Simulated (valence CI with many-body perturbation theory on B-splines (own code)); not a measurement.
## Sn17+: calculated level list

Calculated by valence CI with perturbative core correlation (CI+MBPT): five valence electrons over a frozen Dirac-Fock core [Ar] 3d10, a basis of 9 s, 9 p, 8 d, 6 f, 3 g, 1 h functions for each j, with the one-electron correlation potential Σ1, the two-electron term Σ2, the three-electron term Σ3, Breit, model QED; selected CI, second order for the rest, scaled by the run's own slope (own B-spline code, finite nucleus).

No measured spectrum was set against this ion. As an estimate, levels hold to about 250 cm⁻¹ or 0.2 % of their energy and the worst to 1 %, as in measured heavy ions of charge 2 to 7; those with d or f electrons hold less well. Among the levels kept, up to 1100 cm⁻¹ of a level comes from second order outside the variational space, and about a tenth of that is noise between levels of different J, which matters for small intervals.

Levels 1 to 34 of 34, with energies above the lowest level, 4s2.4p3 4S°_3/2. "Leading %" is the weight of the configuration and term that name the level; weights of strongly mixed levels are sums over their largest components and can fall short, so below about 35 % the name and the second component can differ from the true leading terms, or belong to a minority configuration. In the jj column 3d3/2^4 stands for four electrons in 3d with j = 3/2.

| No. | Configuration | Term | J | E (eV) | Leading % | Leading jj | Second component | g |
| --- | --- | --- | --- | --- | --- | --- | --- | --- |
| 1 | 4s2.4p3 | 4S° | 3/2 | 0.000 | 50 | 4s^2 4p1/2^2 4p3/2 (89 %) | 31 % 4s2.4p3 2P° | 1.586 |
| 2 | 4s2.4p3 | 2D° | 3/2 | 8.165 | 55 | 4s^2 4p1/2 4p3/2^2 (90 %) | 38 % 4s2.4p3 4S° | 1.291 |
| 3 | 4s2.4p3 | 2D° | 5/2 | 10.686 | 98 | 4s^2 4p1/2 4p3/2^2 (98 %) |  | 1.199 |
| 4 | 4s2.4p3 | 2P° | 1/2 | 14.260 | 98 | 4s^2 4p1/2 4p3/2^2 (98 %) |  | 0.664 |
| 5 | 4s2.4p3 | 2P° | 3/2 | 22.222 | 60 | 4s^2 4p3/2^3 (95 %) | 27 % 4s2.4p3 2D° | 1.255 |
| 6 | 4s.4p4 | 4P | 5/2 | 49.488 | 82 | 4s 4p1/2^2 4p3/2^2 (86 %) | 11 % 4s.4p4 2D | 1.552 |
| 7 | 4s.4p4 | 4P | 3/2 | 54.989 | 69 | 4s 4p1/2^2 4p3/2^2 (48 %) | 14 % 4s.4p4 2D | 1.542 |
| 8 | 4s.4p4 | 4P | 1/2 | 55.656 | 69 | 4s 4p1/2^2 4p3/2^2 (65 %) | 23 % 4s.4p4 2S | 2.489 |
| 9 | 4s.4p4 | 2D | 3/2 | 61.591 | 53 | 4s 4p1/2 4p3/2^3 (61 %) | 23 % 4s.4p4 4P | 1.087 |
| 10 | 4s.4p4 | 2D | 5/2 | 64.213 | 75 | 4s 4p1/2 4p3/2^3 (81 %) | 11 % 4s.4p4 4P | 1.246 |
| 11 | 4s.4p4 | 2P | 1/2 | 69.068 | 35 | 4s 4p1/2 4p3/2^3 (50 %) | 34 % 4s.4p4 2S | 1.504 |
| 12 | 4s.4p4 | 2P | 3/2 | 70.087 | 42 | 4s 4p1/2 4p3/2^3 (56 %) | 22 % 4s2.4p2.4d 2P | 1.166 |
| 13 | 4s2.4p2.4d | 4F | 3/2 | 72.348 | 60 | 4s^2 4p1/2^2 4d3/2 (62 %) | 14 % 4s.4p4 2P | 0.676 |
| 14 | 4s2.4p2.4d | 4F | 5/2 | 74.862 | 45 | 4s^2 4p1/2^2 4d5/2 (69 %) | 28 % 4s2.4p2.4d 4D | 1.153 |
| 15 | 4s2.4p2.4d | 4D | 1/2 | 78.552 | 38 | 4s^2 4p1/2 4p3/2 4d3/2 (49 %) | 21 % 4s.4p4 2S | 0.844 |
| 16 | 4s2.4p2.4d | 2F | 5/2 | 78.876 | 60 | 4s^2 4p1/2 4p3/2 4d3/2 (88 %) | 31 % 4s2.4p2.4d 4F | 0.944 |
| 17 | 4s2.4p2.4d | 4F | 7/2 | 80.188 | 78 | 4s^2 4p1/2 4p3/2 4d5/2 (60 %) | 10 % 4s2.4p2.4d 2G | 1.216 |
| 18 | 4s2.4p2.4d | 4D | 3/2 | 80.629 | 56 | 4s^2 4p1/2 4p3/2 4d3/2 (73 %) | 22 % 4s2.4p2.4d 4F | 1.045 |
| 19 | 4s2.4p2.4d | 2F | 7/2 | 80.934 | 47 | 4s^2 4p1/2 4p3/2 4d5/2 (56 %) | 42 % 4s2.4p2.4d 4D | 1.243 |
| 20 | 4s2.4p2.4d | 4D | 1/2 | 81.161 | 52 | 4s^2 4p1/2 4p3/2 4d3/2 (41 %) | 27 % 4s.4p4 2P | 0.550 |
| 21 | 4s2.4p2.4d | 4F | 9/2 | 82.928 | 64 | 4s^2 4p1/2 4p3/2 4d5/2 (88 %) | 34 % 4s2.4p2.4d 2G | 1.257 |
| 22 | 4s2.4p2.4d | 4D | 5/2 | 83.898 | 41 | 4s^2 4p1/2 4p3/2 4d5/2 (72 %) | 27 % 4s2.4p2.4d 2F | 1.190 |
| 23 | 4s2.4p2.4d | 2P | 3/2 | 85.472 | 50 | 4s^2 4p1/2 4p3/2 4d5/2 (64 %) | 19 % 4s2.4p2.4d 4D | 1.232 |
| 24 | 4s2.4p2.4d | 2G | 7/2 | 87.869 | 59 | 4s^2 4p1/2 4p3/2 4d5/2 (43 %) | 15 % 4s2.4p2.4d 4F | 1.045 |
| 25 | 4s2.4p2.4d | 4P | 5/2 | 88.736 | 58 | 4s^2 4p1/2 4p3/2 4d5/2 (44 %) | 20 % 4s2.4p2.4d 2D | 1.461 |
| 26 | 4s2.4p2.4d | 4P | 3/2 | 89.483 | 48 | 4s^2 4p1/2 4p3/2 4d3/2 (54 %) | 27 % 4s2.4p2.4d 2P | 1.440 |
| 27 | 4s2.4p2.4d | 4P | 1/2 | 89.694 | 46 | 4s^2 4p1/2 4p3/2 4d3/2 (74 %) | 22 % 4s2.4p2.4d 2S | 1.991 |
| 28 | 4s2.4p2.4d | 2F | 7/2 | 91.804 | 49 | 4s^2 4p3/2^2 4d5/2 (92 %) | 32 % 4s2.4p2.4d 4D | 1.204 |
| 29 | 4s2.4p2.4d | 2D | 3/2 | 91.834 | 72 | 4s^2 4p1/2 4p3/2 4d5/2 (52 %) | 12 % 4s2.4p2.4d 4P | 0.927 |
| 30 | 4s2.4p2.4d | 2G | 9/2 | 93.208 | 64 | 4s^2 4p3/2^2 4d5/2 (87 %) | 33 % 4s2.4p2.4d 4F | 1.186 |
| 31 | 4s2.4p2.4d | 2P | 1/2 | 93.691 | 54 | 4s^2 4p3/2^2 4d3/2 (31 %) | 17 % 4s.4p4 2P | 1.046 |
| 32 | 4s2.4p2.4d | 2D | 5/2 | 93.953 | 67 | 4s^2 4p1/2 4p3/2 4d5/2 (42 %) | 25 % 4s2.4p2.4d 2F | 1.116 |
| 33 | 4s2.4p2.4d | 2P | 1/2 | 96.475 | 73 | 4s^2 4p1/2 4p3/2 4d5/2 (55 %) | 12 % 4s2.4p2.4d 2S | 1.000 |
| 34 | 4s2.4p2.4d | 2D | 3/2 | 97.294 | 55 | 4s^2 4p3/2^2 4d3/2 (73 %) | 19 % 4s2.4p2.4d 4P | 1.050 |

Names give the largest LS component (configuration and term), which can be under half, so a name can repeat, a term be missing and a line seem to break the LS rules; names also repeat where a configuration has a term twice.

The ionisation energy to 4s2.4p2 3P_0 of the next ion comes out as 467.99 eV (NIST: 466 ± 3 eV (theoretical)). All 34 levels together are meant to be complete up to 97.434 eV.
